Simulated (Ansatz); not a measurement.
K₈F₈⁺ (relaxed from a model of 2x2x4 KF rock-salt block, whose bonding it doesn't keep). The state is a doublet with charge 1. Geometry r2SCAN-D4/def2-SVP, that of the neutral singlet; atoms count from 1.

```xyz
16

K     3.763   -0.386    1.459
F     1.487   -1.273    0.861
K    -0.228   -2.825   -0.071
F    -2.665   -2.700   -0.257
F     3.786    0.868   -0.642
K     1.597   -0.016   -1.485
F    -0.166   -1.595   -2.225
K    -2.591   -1.639   -2.521
F     2.678    1.597    2.401
K     0.348    0.757    2.013
F    -2.098    0.732    1.609
K    -3.809   -0.802    0.780
K     2.817    2.896    0.332
F     0.539    2.045   -0.310
K    -1.945    1.995   -0.522
F    -3.511    0.344   -1.423
```

The gap within one spin of the charge 1 doublet nearly closes, so an electron or hole may be smeared out by delocalisation error.

(1) Estimate the Mulliken populations from the PBE/def2-SVP orbitals of Ansatz.

(2) Where does the spin sit?

(3) And the Mayer bond orders between heavy atoms (over 0.3)?

## Answers

(1) 
| atom | charge (e) | spin (α − β) |
| --- | --- | --- |
| K1 | 0.61 | 0.00 |
| F2 | -0.48 | 0.03 |
| K3 | 0.61 | 0.00 |
| F4 | -0.45 | 0.15 |
| F5 | -0.43 | 0.19 |
| K6 | 0.52 | 0.00 |
| F7 | -0.45 | 0.14 |
| K8 | 0.57 | 0.00 |
| F9 | -0.43 | 0.19 |
| K10 | 0.52 | 0.00 |
| F11 | -0.45 | 0.14 |
| K12 | 0.57 | 0.00 |
| K13 | 0.61 | 0.00 |
| F14 | -0.48 | 0.03 |
| K15 | 0.61 | 0.00 |
| F16 | -0.45 | 0.15 |
Mulliken values depend strongly on the basis.

(2) Summed by element: K -0.03, F 1.03, of 1 unpaired in all. Largest on single atoms: F9 0.19, F5 0.19, F4 0.15.

(3) F7–K8 0.32 (2.44 Å); F11–K12 0.32 (2.44 Å).
